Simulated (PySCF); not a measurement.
**Electron correlation in Au (gold, neutral)**

[Xe] 4f14 5d10 6s1, 2S determinant. Calculation: PySCF 2.14, in ANO-RCC-VTZP (8s7p5d3f1g, 84 functions); the spin-free X2C one-electron Hamiltonian (Gaussian nucleus). Frozen: [Kr] 4d10 4f14; 19 electrons correlated.

MP2 pair energies summed by pair of shells (mhartree):

```csv
pair,energy,share (%)
5d-5d,-313.88,53.9
5p-5d,-138.96,23.9
5d-6s,-51.72,8.9
5p-5p,-34.41,5.9
5s-5d,-20.32,3.5
5s-5p,-15.49,2.7
5p-6s,-4.94,0.8
5s-5s,-2.27,0.4
5s-6s,-0.27,0.0
```

Total MP2 correlation energy: -582.27 mhartree.

Same-spin part -199.98 and opposite-spin part -382.29 mhartree; SCS-MP2 scales them by 1/3 and 6/5 to -525.40 mhartree.
